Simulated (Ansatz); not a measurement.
C6H11HfNO, SMILES `[CH3][Hf]1234([NH2])([OH])[C@H]5[C@@H]1[C@@H]2[C@@H]3[C@H]54`. Total charge 0; spin multiplicity 1. Correlated methods include outer-core shells of Hf, which these sets cover unevenly. Hf: def2 effective core potential.

```xyz
20

C    -1.434    1.393   -1.254
Hf    0.420    0.512   -0.333
N     0.953    1.896    1.069
O     1.683    0.695   -1.777
C    -0.196   -1.927   -0.476
C     0.983   -1.857    0.298
C     0.665   -1.215    1.515
C    -0.706   -0.888    1.491
C    -1.239   -1.325    0.260
H    -1.179    2.374   -1.674
H    -2.248    1.549   -0.539
H    -1.829    0.784   -2.075
H     1.459    2.736    0.820
H     0.812    1.893    2.068
H     2.333    0.528   -2.452
H    -0.281   -2.349   -1.467
H     1.957   -2.222    0.008
H     1.359   -0.997    2.314
H    -1.250   -0.372    2.269
H    -2.261   -1.209   -0.066
```

**Question.** Give the diagnostics of a CCSD(T)/def2-TZVPP run (frozen core, Ansatz 0.2.0). (Estimate.)

**Answer.** The calculation gave: T1 = 0.0130, largest single amplitude 0.027, largest double 0.027, (T) share of the correlation energy 4.5 %, 10 CCSD cycles. The RHF solution is stable towards an unrestricted one. T1 lies under the customary mark of 0.02 for closed shells.
